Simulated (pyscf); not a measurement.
PySCF, gas phase, ωB97X-D3(BJ)/def2-SVP geometries.

**Question.** Estimate by transition-state theory (the high-pressure limit) the rate constant of `[CH]1=[CH][CH2][CH2][CH2]1` -> `[C]1[CH2][CH2][CH2][CH2]1` [singlet] (singlet surface; C–H broken, C–H formed) at 1200 K, with ωB97M-D3(BJ)/def2-TZVP energies (ideal gas, 1 atm, RRHO with modes under 100 cm⁻¹ raised to 100, one conformer, R ln 2 for rigid chiral ones; no tunnelling).

**Answer.** The electronic barrier is 69.7 kcal/mol and the thermal terms add -4.0, so ΔG‡ = 65.7 kcal/mol. With k_BT/h = 2.50e+13 s⁻¹ and RT = 2.385 kcal/mol, k = 2.7e+01 s⁻¹, a half-life of 2.6e-02 s through this channel alone. Wigner's tunnelling factor for 895i cm⁻¹ would be 1.05. The way back has so low a barrier that the product returns at once, so this is no net rate. A shift of 1 kcal/mol in the barrier changes k by a factor 1.5. One saddle was located; it need not be the lowest between these sides.
